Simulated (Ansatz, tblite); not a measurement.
Cost and result up the ladder for the cluster SnCl2 (the lowest singlet isomer of a short search) (3 atoms). Total charge 0; singlet. Geometry: r2SCAN-D4/def2-TZVP.

```xyz
3

Sn    0.912   -0.353    0.333
Cl    0.121    1.859    0.038
Cl   -1.033   -1.506   -0.371
```

Ansatz on 4 threads of Arm Neoverse V2 on a shared host; xTB runs through tblite on one thread. Times are rough, summed over both states, and most runs start from the orbitals of an earlier one. CCSD(T)/def2-TZVPP serves as the yardstick here, not as an exact answer. The other state is a quintet at its own geometry.

In the def2 sets Sn takes a core potential; there is no spin–orbit coupling. The xTB rows come from tblite. Correlated methods freeze 14 core orbitals; core or outer-core shells of Sn are correlated, in sets that lack core-valence functions. In CCSD on the charge 0 quintet the largest single amplitude is 0.15, so its Hartree–Fock determinant may place the open shell otherwise than the density functionals do. In the quintet, Cl2 and Cl3 lie 2.66 Å apart (atoms count from 1), so these atoms are partly bonded to each other. The structure comes from a short search, and lower isomers may exist.

Correlated methods converge slowly with the basis.

xTB has no spin-polarisation term.

```tsv
level	functions	wall time	quintet − singlet (eV)	difference from CCSD(T)/def2-TZVPP (eV)
GFN1-xTB	27	0.005 s	10.44	2.76
GFN2-xTB	27	0.006 s	10.40	2.72
PBE-D4/def2-TZVP	124	1.9 s	7.40	-0.28
revPBE-D4/def2-TZVP	124	2.1 s	7.29	-0.39
MP2/def2-TZVP	124	2.3 s	8.03	0.36
BLYP-D4/def2-TZVP	124	2.4 s	7.52	-0.16
RPA@PBE/def2-TZVP	124	3.7 s	7.31	-0.37
r2SCAN-D4/def2-TZVP	124	5.2 s	7.33	-0.35
PBE-QIDH/def2-TZVP	124	5.4 s	7.74	0.07
r2SCANh-D4/def2-TZVP (with forces)	124	6.1 s	7.36	-0.32
CCSD(T)/def2-TZVPP	134	13 s	7.68	0.00
ωB97X-V/def2-TZVP	124	15 s	8.06	0.38
```
